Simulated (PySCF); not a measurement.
BTe⁻: frontier orbitals

r²SCAN0 at R = 2.078 Å; basis B def2-SVPD, Te def2-SVPD with ECP28; scalar-relativistic core potentials; PySCF 2.14. State: ¹Σ⁺ (singlet), closed shell. Only the outer orbitals are listed, counted within each symmetry, core potentials removing the inner ones.

```tsv
orbital	occ.	ε (eV)	on B (%)	main shells (%)
5σ	2	-12.22	17	82 Te s, 11 B s
6σ	2	-5.52	47	46 B s, 39 Te p, 13 Te s
3π	2	-1.79	16	84 Te p, 15 B p
3π	2	-1.79	16	84 Te p, 15 B p
7σ	2	-0.84	79	45 B s, 33 B p, 23 Te p
4π	0	3.76	67	62 B p, 22 Te d, 11 Te p
4π	0	3.76	67	62 B p, 22 Te d, 11 Te p
```

Q: Which are the highest filled and the lowest empty level, where do they sit, and how wide is the gap?

A: Highest filled 7σ at -0.84 eV (in %: 45 B s, 33 B p, 23 Te p); lowest empty 4π at 3.76 eV (in %: 62 B p, 22 Te d, 11 Te p); the gap at r²SCAN0 is 4.60 eV. An empty level above zero is unbound, and its energy depends on the basis.

```json
{
  "bond order (Mayer)": "1.77",
  "⟨S²⟩": "0.000",
  "charge on B (Mulliken, basis-dependent)": "-0.50",
  "charge on B (Löwdin, basis-dependent)": "-0.78",
  "dipole moment (positive dipole points towards Te; it is taken about the centre of mass and depends on that origin)": "4.78 D"
}
```

Spin–orbit coupling is left out.
